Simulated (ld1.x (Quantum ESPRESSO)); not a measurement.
# What one change does to a pseudopotential (Sc, TM)

```
Element                 : Sc
Generator               : ld1.x (Quantum ESPRESSO) 7.5
Type                    : norm-conserving Troullier–Martins (Kleinman–Bylander form)
Functional              : Wu–Cohen
Relativity              : scalar-relativistic
Frozen core             : [Ne] 3s2
Valence charge          : 9
Reference configuration : 3p6 3d1 4s1 4p0 (charge +1)
Partial waves           : 4s (bound): rc 2.55 bohr; 3p (bound): rc 1.50 bohr; 4f channel at 0.4 Ry: rc 3.00 bohr; 3d (bound): rc 2.90 bohr
Local potential         : the d channel
Core correction         : a·sin(br)/r model core inside 1.10 bohr
```

Change: local potential the p channel.

Cutoffs: the cutoffs (Ry, on a coarse ladder) from which the occupation-weighted sum of valence levels, in a spherical-Bessel basis at the reference potential, stays within 10 and 1 mRy of its value at 400 Ry; they do not see the model core or the augmentation charge, which bear on the density cutoff. Errors are all-electron minus pseudo energies relative to the spin-unpolarised reference configuration.

Problem. How do hardness, ghosts and transferability respond?

Solution. The potential gets neither clearly harder nor softer (35 Ry and 70 Ry → 35 Ry and 70 Ry); both files keep a bound ghost (s); of the 7 tests that both files solve, the error grows in 1 and shrinks in 5 by more than 15 % and 0.3 meV (median size 276.2 → 21.6 meV); the range in which the p phases agree widens (upper end -1.0 → 3.0).

| quantity | base | changed |
| --- | --- | --- |
| cutoff, loose | 35 Ry | 35 Ry |
| cutoff, tight | 70 Ry | 70 Ry |
| bound ghosts | s | s |
| error for 3p6 3d1 4s2 4p0, meV [ΔE -6.90 eV] | -1.8 | +0.8 |
| error for 3p6 3d1 4s0 4p0, meV [ΔE 12.59 eV] | -14 | -10 |
| error for 3p6 3d0 4s0 4p0, meV [ΔE 37.44 eV] | +359 | +377 |
| error for 3p6 3d2 4s1 4p0, meV [ΔE -5.24 eV] | -1.9 | +31 |
| error for 3p6 3d1 4s0 4p2, meV [ΔE -1.22 eV] | -689 | +22 |
| error for 3p6 3d0 4s2 4p1, meV [ΔE -3.40 eV] | -276 | +220 |
| error for 3p6 3d1 4s0 4p1, meV [ΔE 3.41 eV] | -495 | +15 |
| s: phases at 3.24 bohr within 0.05 rad from the reference energy up to (Ry; the scan ends near 5) | n/a | n/a |
| p: phases at 3.24 bohr within 0.05 rad from the reference energy up to (Ry; the scan ends near 5) | -1.0 | 3.0 |
| d: phases at 3.24 bohr within 0.05 rad from the reference energy up to (Ry; the scan ends near 5) | -0.2 | 0.2 |
| f: phases at 3.24 bohr within 0.05 rad from the reference energy up to (Ry; the scan ends near 5) | 2.6 | 3.5 |

 A true bound ghost makes a file unfit for plane-wave use even where its test errors are small: the radial tests pick states by their node count and pass the ghost by.
